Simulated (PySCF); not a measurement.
C4H5BCl2.
Cartesian coordinates in Å at the PBE0-D3(BJ)/def2-SVP level; atoms count from 1:
```
atom  x, y, z in Å
C1     2.252    0.096   -0.073
C2     1.171   -0.596    0.174
C3     0.082   -1.282    0.419
C4    -1.269   -1.015   -0.197
B5    -2.231   -0.276    0.803
Cl6   -3.805   -0.925    1.223
Cl7   -1.752    1.246    1.523
H8     2.492    0.992    0.510
H9     2.952   -0.196   -0.865
H10    0.140   -2.094    1.155
H11   -1.726   -1.953   -0.547
H12   -1.150   -0.355   -1.074
```

Computed, not measured: PBE0-D3(BJ)/def2-SVP geometry optimisation, gas phase (PySCF 2.14.0).

Take the most abundant isotopes and a rigid rotor. The values belong to one conformer with, in the numbering `[CH2:1]=[C:2]=[CH:3][CH2:4][B:5]([Cl:6])[Cl:7]`, C2–C3–C4–B5 -103°, C3–C4–B5–Cl6 -124°.

Q: What are A, B and C (GHz)?

A: Ia = 155.61, Ib = 558.29, Ic = 690.24 u·Å²; 505379 MHz·u·Å²/I gives 3248, 905.2 and 732.2 MHz, that is A = 3.2478, B = 0.9052, C = 0.7322 GHz.

Q: What kind of rotor is it?

A: An asymmetric top. Ray's parameter κ = (2B − A − C)/(A − C) = -0.862; −1 is the prolate and +1 the oblate limit.

Q: What does the inertial defect say?

A: Not planar: Δ = Ic − Ia − Ib = -23.66 u·Å². For a rigid frame Δ = −2 Σ m c², so Σ m c² = 11.83 u·Å² lies off the ab plane: 5.08 from hydrogen and 6.75 from heavier atoms. The atom farthest from that plane is 1.56 Å away.

Q: Which lines would a microwave search look for?

A: The dipole components are |μa| = 0.75 D, |μb| = 0.70 D, |μc| = 0.38 D. Intensities carry the squares of the components, which stand as 1.00 : 0.87 : 0.25 (a : b : c). Some lines, for components of 0.1 D or more:

| type | branch | J(Ka,Kc) | MHz | lower level (cm⁻¹) |
| --- | --- | --- | --- | --- |
| a | Q | 2(1,1) ← 2(1,2) | 519 | 0.236 |
| b | R | 2(0,2) ← 1(1,1) | 923 | 0.133 |
| a | R | 1(0,1) ← 0(0,0) | 1637 | 0.000 |
| c | Q | 2(1,2) ← 2(0,2) | 2179 | 0.164 |
| c | Q | 1(1,1) ← 1(0,1) | 2343 | 0.055 |
| b | Q | 1(1,0) ← 1(0,1) | 2516 | 0.055 |
| b | Q | 2(1,1) ← 2(0,2) | 2698 | 0.164 |
| a | R | 2(1,2) ← 1(1,1) | 3102 | 0.133 |
| a | R | 2(0,2) ← 1(0,1) | 3266 | 0.055 |
| a | R | 2(1,1) ← 1(1,0) | 3448 | 0.139 |
| b | R | 1(1,1) ← 0(0,0) | 3980 | 0.000 |
| c | R | 1(1,0) ← 0(0,0) | 4153 | 0.000 |
| b | R | 2(1,2) ← 1(0,1) | 5444 | 0.055 |
| c | R | 2(1,1) ← 1(0,1) | 5963 | 0.055 |
| c | Q | 2(2,1) ← 2(1,1) | 7028 | 0.254 |
| b | Q | 2(2,0) ← 2(1,1) | 7037 | 0.254 |
| b | Q | 2(2,1) ← 2(1,2) | 7547 | 0.236 |
| b | R | 2(2,1) ← 1(1,0) | 10476 | 0.139 |
| c | R | 2(2,0) ← 1(1,0) | 10485 | 0.139 |
| c | R | 2(2,1) ← 1(1,1) | 10649 | 0.133 |
| b | R | 2(2,0) ← 1(1,1) | 10658 | 0.133 |

Q: Estimate the classical rotational partition function at 25 K, 100 K and 298.15 K.

A: Point group C1, symmetry number σ = 1; q = (√π/σ)·√((kT/h)³/(ABC)), k/h = 20836.6 MHz/K: 14400 at 25 K, 115000 at 100 K, 592000 at 298.15 K.

PBE0-D3(BJ)/def2-SVP frequencies: not computed here. These are rigid-rotor constants of the computed structure; measured ground-state constants (B0) also hold zero-point vibration. Quadrupole hyperfine structure (11B, 35Cl) is left out.
